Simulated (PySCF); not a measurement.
Static response to an electric field

Species: C5H9NOSi.
Structure used (GFN2-xTB), in Å, numbered top down from 1:
```
atom  x, y, z in Å
C1    -0.778    2.027   -0.223
C2    -0.764    0.790    0.233
C3    -0.502   -0.421   -0.614
C4    -1.697   -1.371   -0.595
O5     0.621   -1.128   -0.135
Si6    2.114   -0.665    0.248
C7     2.124    0.574    1.658
N8     2.129    1.329    2.519
H9    -0.959    2.868    0.423
H10   -0.615    2.249   -1.266
H11   -0.919    0.578    1.282
H12   -0.294   -0.108   -1.648
H13   -1.479   -2.251   -1.195
H14   -2.574   -0.870   -0.996
H15   -1.899   -1.686    0.426
H16    2.669   -1.926    0.709
H17    2.816    0.025   -0.837
```

Level: CAM-B3LYP/def2-SVPD (PySCF), static field, nuclei fixed, core orbitals frozen in the response. The polarisability tensor in these axes (au):

```
x   85.58 -1.10  5.42
y   -1.10 97.59  5.37
z    5.42  5.37 84.48
```

Q: What are the eigenvalues, a third of the trace, and Δα (Δα² = ½Σ(αi − αj)² over the three pairs)?

A: Principal values 78.38, 89.71 and 99.56 au; mean 89.22 au = 13.22 Å³ = 14.71 × 10⁻⁴⁰ C²·m²/J; Δα = 18.35 au (21 % of the mean).

Q: What is the dipole moment, and where does it point?

A: (-1.11, -1.26, -3.09) D, 3.52 D in size, pointing from the negative to the positive side. Measured along this direction, the outermost atoms are N8 at the negative end and H13 at the positive end.

Q: Give the eigenvalues of the traceless quadrupole moment Θ = ½Σq(3rr − r²1), origin at the centre of nuclear charge.

A: -14.19, 5.24, 8.96 D·Å. The values depend on the origin, since the dipole doesn't vanish. The electronic extent ⟨r²⟩ about the same centre is 1306 bohr², a root-mean-square distance of 2.32 Å for the 68 electrons.

Q: Rayleigh depolarisation ratio (linearly polarised light, static tensor)?

A: ρ = 3Δα²/(45ᾱ² + 4Δα²) = 1010.6/(358189 + 1347.5) = 0.00281.

Q: How large is μ²/3kT at 298 K beside α?

A: In Gaussian units μ²/3kT = 100.26 Å³ against 13.22 Å³, a ratio of 7.58; the Debye molar polarisation (4π/3)N_A(α + μ²/3kT) is 286.3 cm³/mol, leaving out the vibrational part.

Q: Find the Langevin capture rate constant for H3+ (3.023 u) meeting this molecule (127.045 u), k = 2.342 × 10⁻⁹ cm³/s × √(α in Å³ / reduced mass in u).

A: The reduced mass is 2.95 u, so k = 4.96 × 10⁻⁹ cm³/s. The formula leaves out the permanent dipole, which adds to the capture rate.

Geometry: GFN2-xTB, one conformer, isolated molecule.
